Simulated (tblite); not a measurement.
C₅H₁₁NOSi.
Bonds: C1–C2 (double), C2–C3, C3–N4, N4–C5, C5–O6 (double), C5–Si7, Si7–C8. Hydrogens: H9, H10 on C1; H11 on C2; H12, H13 on C3; H14 on N4; H15, H16 on Si7; H17, H18, H19 on C8.

Computed geometry: GFN2-xTB, gas phase.

**Question.** What internal coordinates does the optimisation give?

**Answer.** 
| bond | length (Å) |
| --- | --- |
| C1=C2 | 1.320 |
| C2–C3 | 1.496 |
| C3–N4 | 1.451 |
| N4–C5 | 1.351 |
| C5=O6 | 1.220 |
| C5–Si7 | 1.921 |
| Si7–C8 | 1.895 |
| C1–H9 | 1.076 |
| C1–H10 | 1.078 |
| C2–H11 | 1.082 |
| C3–H12, C3–H13 | 1.096 |
| N4–H14 | 1.007 |
| Si7–H15 | 1.474 |
| Si7–H16 | 1.463 |
| C8–H17, C8–H18, C8–H19 | 1.087 |

Bonds in one row agree within 0.01 Å and their mean is given. A selection of angles:
| angle | degrees |
| --- | --- |
| C1–C2–C3 | 124.2 |
| C2–C3–N4 | 111.3 |
| C3–N4–C5 | 123.4 |
| N4–C5–O6 | 121.9 |
| N4–C5–Si7 | 118.0 |
| O6–C5–Si7 | 120.1 |
| C5–Si7–C8 | 107.9 |
| H14–N4–C3 | 117.2 |
| H14–N4–C5 | 119.3 |

Dihedral angles: C1–C2–C3–N4 127° (anticlinal); C2–C3–N4–C5 120° (anticlinal); C3–N4–C5–O6 3° (synperiplanar); N4–C5–Si7–C8 -112° (anticlinal). The mirror-image conformer, all signs reversed, is as good.

The C–N distances run from 1.351 Å (N4–C5, drawn single) to 1.451 Å (C3–N4, drawn single), a spread of 0.100 Å. The 2 C–Si bonds span 1.895 Å (Si7–C8, drawn single) to 1.921 Å (C5–Si7, drawn single), a spread of 0.026 Å. Si7 (SiH2 silicon) is tetrahedral (angles from 107.4° to 111.6°). N4 (nitrogen bound to a carbonyl carbon) is planar (angles 123.4°, 119.3° and 117.2°, sum 359.9°, 0.03 Å off the plane of its three neighbours). Of the pairs four or more bonds apart, O6···H12 is among the closest relative to their van der Waals radii: 2.30 Å, 85 % of the sum of Bondi's values. The 2 C–C bonds span 1.320 Å (C1=C2, drawn double) to 1.496 Å (C2–C3, drawn single), a spread of 0.176 Å.

Point group: C1 (no symmetry element, even within 0.4 Å). Its lowest GFN2-xTB frequency is 12 cm⁻¹, too small to tell a flat minimum from a shallow saddle. One conformer, not necessarily the lowest. 3 starts were optimised and ended at 0.00, 0.02 and 0.14 kcal/mol (GFN2-xTB); the lowest of these is shown.

Hardware: one thread, Arm Neoverse V1 (aarch64), shared host with 32 logical CPUs at a one-minute load of 33. Cost: 0.62 s of wall time. This is the geometry optimisation.
